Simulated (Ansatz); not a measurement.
Isolated molecules relaxed with PBE0-D4/def2-TZVP in Ansatz; ΔE leaves out vibrations. CCSD(T)/CBS adds triple-zeta CCSD(T) − MP2 to the extrapolated MP2 energy (def2 sets, frozen cores). This one scheme is used for every species. Functionals use def2-TZVPP. B3LYP here is the variant with VWN-RPA as its local correlation; programs differ in this. One conformer a species, not always the lowest.

Reaction (ligand exchange at the Si–C bond): `C[Si](O)(O)[SiH3]` + HCl → `O[Si](O)([SiH3])Cl` + CH₄

`C[Si](O)(O)[SiH3]`:

Z-matrix (Å, degrees):
```
C
Si 1 1.857
H 1 1.092 2 111.0
H 1 1.094 2 110.5 3 -120.3
H 1 1.092 2 110.7 3 120.5
O 2 1.652 1 104.4 3 178.6
O 2 1.651 1 112.1 3 57.6
Si 2 2.347 1 114.2 3 -59.7
H 6 0.959 2 117.0 1 178.1
H 7 0.959 2 117.6 1 52.3
H 8 1.490 2 110.5 1 -173.3
H 8 1.489 2 111.7 1 66.0
H 8 1.490 2 110.3 1 -54.2
```

HCl:

Cartesian coordinates in Å:
```
Cl 0.216 0.602 -0.003
H -0.216 -0.602 0.003
```

`O[Si](O)([SiH3])Cl`:

```xyz
10

O     0.087   -0.286    1.927
Si   -0.252    0.400    0.479
O     0.483    1.850    0.409
Si    0.443   -0.834   -1.373
Cl   -2.314    0.605    0.390
H    -0.575   -0.863    2.311
H     0.381    2.449    1.152
H    -0.213   -2.168   -1.323
H     1.918   -1.015   -1.350
H     0.044   -0.139   -2.623
```

CH₄:

Cartesian coordinates in Å:
```
C 0.000 0.000 0.000
H 0.684 -0.575 -0.623
H -1.010 -0.076 -0.403
H 0.309 1.045 0.010
H 0.017 -0.393 1.016
```

| level | ΔE (kJ/mol) | difference from CCSD(T)/CBS |
| --- | --- | --- |
| LDA (SPW92) | -109.2 | 5.6 |
| PBE-D4 | -113.2 | 1.6 |
| BLYP-D4 | -116.7 | -1.9 |
| r2SCAN-D4 | -119.2 | -4.4 |
| B3LYP-D4 | -118.0 | -3.2 |
| BHLYP-D4 | -121.7 | -6.9 |
| ωB97X-V | -115.3 | -0.5 |
| PBE-QIDH | -116.7 | -1.9 |
| revPBE | -114.4 | 0.4 |
| BLYP | -117.0 | -2.2 |
| PBE0 | -115.1 | -0.3 |
| BHLYP | -120.7 | -5.9 |
| MP2/def2-SVP | -113.9 | 0.9 |
| MP2/def2-QZVPP | -118.8 | -4.0 |
| HF/CBS(def2) | -125.6 | -10.8 |
| MP2/CBS(def2) | -120.5 | -5.7 |
| CCSD(T)/CBS | -114.8 | 0 |

Question: What do rigid-rotor, harmonic-oscillator terms from PBE0-D4/def2-TZVP frequencies (298.15 K, 1 bar) make of the CCSD(T)/CBS value? (Best estimate.)

Answer: The calculation gave: ΔZPE = +7.5 kJ/mol, ΔH = -107.4 kJ/mol, ΔS = -4 J/(mol·K), ΔG = -106.3 kJ/mol.

Largest T1 diagnostic among the species: 0.012.

From BLYP to BHLYP (50 % exact exchange), in def2-TZVPP and without D4, ΔE moves by −3.7 kJ/mol. In def2-TZVPP, CCSD(T) changes the Hartree–Fock value by +14.8 kJ/mol (the triples alone add +0.4 kJ/mol) and MP2 by +9.1 kJ/mol. Leaving LDA and LC-ωPBE aside and taking each functional with its dispersion term where it has one, the values, not all of them listed here, spread over 8.6 kJ/mol, from BHLYP-D4 to revPBE-D4. LDA lies +4.3 kJ/mol from PBE without D4.

CCSD(T)/CBS has its own doubt, a few kJ/mol and more with outer-core shells, so smaller differences from it don't rank the levels.
